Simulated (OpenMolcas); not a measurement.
**2s² 2p along the 5-electron sequence**

* Program: OpenMolcas
* Method: XMS-CASPT2, IPEA 0.25 Eh, imaginary shift 0.1 Eh
* Basis: ANO-RCC-VTZP
* Scalar Hamiltonian: DKH2, point nucleus
* Spin-orbit coupling: RASSI with atomic mean-field integrals over the reference wave functions, term energies averaged over their components

Active space for each ion: 1 electron in 3 orbitals (2p); closed shells correlated by CASPT2: 1s 2s.

Computed levels in cm-1 above ²P°_1/2:

```csv
Level,B,C+,N2+,O3+,F4+,Ne5+
²P°_3/2,14.8,62.5,174,394,761,1341
weight of ²P° in the lowest level (%),100,100,100,100,100,100
```

Measured, with the error of the calculation in %. Measured levels: B, C+ from NIST Handbook of Basic Atomic Spectroscopic Data; N2+ from Moore, Selected Tables of Atomic Spectra, NSRDS-NBS 3, section 5; O3+ from Moore, Selected Tables of Atomic Spectra, NSRDS-NBS 3, section 10; F4+ from Moore, Atomic Energy Levels, vol. I, NSRDS-NBS 35 (1971 reprint of NBS Circular 467, 1949); Ne5+ from NIST levels in Podobedova, Fuhr, Reader and Wiese, J. Phys. Chem. Ref. Data 33, 525 (2004).

| Level | B | C+ | N2+ | O3+ | F4+ | Ne5+ |
| --- | --- | --- | --- | --- | --- | --- |
| ²P°_3/2 | 15.3 (-2.9) | 63.4 (-1.5) | 174 (0) | 386 (+2.0) | 746 (+2.1) | 1310 (+2.4) |

The fine-structure level ²P°_3/2 changes by a factor of 90.6 from B to Ne5+. Its fourth root runs 1.96, 2.81, 3.63, 4.46, 5.25, 6.05, with steps per unit of Z of 0.85, 0.82, 0.82, 0.80, 0.80; equal steps would mean a (Z - σ)^4 law with constant σ.

CASPT2 does not keep the components of a term degenerate, so their means are used; among the terms shown or strongly mixed into the levels shown the widest spread is 80 cm-1 (2s² 2p ²P°, O3+). With one active electron, CASPT2 adds the correlation within the correlated inactive shells and between them and that electron, and leaves the splitting within a term as the reference gives it. Measured partners are found by configuration, term and J. A level has none where our copy of the source lacks it or the pairing is in doubt (some pairs that miss far off the trend of their configuration count as doubtful), and it then counts in no deviation. Levels of configurations outside the active space are missing.

° marks odd parity.
